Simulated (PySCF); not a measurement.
# Complex of MgClCH3 and furan

The system is a cluster of MgClCH3 and furan, neutral, singlet.

| part | name | SMILES | atoms | charge | multiplicity |
| --- | --- | --- | --- | --- | --- |
| 1 | MgClCH3 | [CH3][Mg][Cl] | 1–6 | 0 | 1 |
| 2 | furan | c1ccoc1 | 7–15 | 0 | 1 |

Coordinates in Å:
```
C1     -1.055    0.591   -0.291
Mg2     0.442   -0.564   -1.186
Cl3     2.256   -1.013   -2.433
H4     -1.074    0.459    0.807
H5     -2.058    0.310   -0.659
H6     -0.946    1.672   -0.473
C7     -0.921   -4.322    0.430
C8      0.226   -4.782   -0.300
C9      0.775   -3.695   -0.894
O10     0.033   -2.586   -0.576
C11    -0.996   -2.983    0.237
H12    -1.603   -4.919    1.031
H13     0.594   -5.802   -0.376
H14     1.627   -3.501   -1.543
H15    -1.661   -2.194    0.578
```

In these coordinates Mg2···O10 is 2.151 Å. Part 2 is then moved rigidly along that line, all else held; at short range other atoms may come into contact.

The starting structure comes from a short search with a few starts; no frequency run checks that it is a minimum, and another way of binding may lie lower.

These are computed values: wB97X-D3(BJ)/def2-SVP interaction energy, counterpoise and uncorrected, gas phase (PySCF 2.14.0). Density fitting is used. The geometry comes from PBE0-D3(BJ)/def2-SVP.

Energies in kJ/mol, cluster less frozen parts; CP is counterpoise-corrected. Electrostatic, Pauli, orbital and dispersion terms sum to the uncorrected value; Pauli holds the exchange-correlation of the frozen density too, and orbital the superposition error (at most 17.1 kJ/mol here).

```json
{"Mg2···O10 (Å)": "1.721", "CP": "14.8", "electrostatic": "-294.7", "Pauli": "423.9", "orbital": "-104.7", "dispersion": "-26.9"}
{"Mg2···O10 (Å)": "1.828", "CP": "?", "electrostatic": "?", "Pauli": "?", "orbital": "?", "dispersion": "?"}
{"Mg2···O10 (Å)": "1.936", "CP": "-67.4", "electrostatic": "-176.9", "Pauli": "195.7", "orbital": "-77.0", "dispersion": "-24.0"}
{"Mg2···O10 (Å)": "2.043", "CP": "-80.6", "electrostatic": "-139.2", "Pauli": "133.7", "orbital": "-66.6", "dispersion": "-22.3"}
{"Mg2···O10 (Å)": "2.151", "CP": "-84.3", "electrostatic": "-110.7", "Pauli": "91.8", "orbital": "-57.8", "dispersion": "-20.4"}
{"Mg2···O10 (Å)": "2.259", "CP": "-82.5", "electrostatic": "-89.0", "Pauli": "63.3", "orbital": "-50.2", "dispersion": "-18.5"}
{"Mg2···O10 (Å)": "2.366", "CP": "-77.6", "electrostatic": "-72.3", "Pauli": "43.9", "orbital": "-43.6", "dispersion": "-16.6"}
{"Mg2···O10 (Å)": "2.689", "CP": "-57.4", "electrostatic": "-41.2", "Pauli": "14.9", "orbital": "-28.7", "dispersion": "-11.7"}
{"Mg2···O10 (Å)": "3.226", "CP": "?", "electrostatic": "?", "Pauli": "?", "orbital": "?", "dispersion": "?"}
{"Mg2···O10 (Å)": "4.302", "CP": "-9.0", "electrostatic": "-5.9", "Pauli": "0.1", "orbital": "-4.7", "dispersion": "-1.7"}
{"Mg2···O10 (Å)": "6.453", "CP": "-1.5", "electrostatic": "-1.2", "Pauli": "0.0", "orbital": "-0.1", "dispersion": "-0.2"}
```

(1) Fill in the withheld rows.

## Answers

(1) 
| Mg2···O10 (Å) | CP | electrostatic | Pauli | orbital | dispersion |
| --- | --- | --- | --- | --- | --- |
| 1.828 | -38.7 | -227.3 | 287.6 | -89.3 | -25.4 |
| 3.226 | -30.7 | -19.0 | 2.5 | -15.1 | -6.1 |

The geometry optimisation stopped short of its threshold.

The 11 runs took 4.3 min in all, one thread each of Arm Neoverse V2 on a shared host, launched as `OMP_NUM_THREADS=1 python cluster_run.py task.json out`.
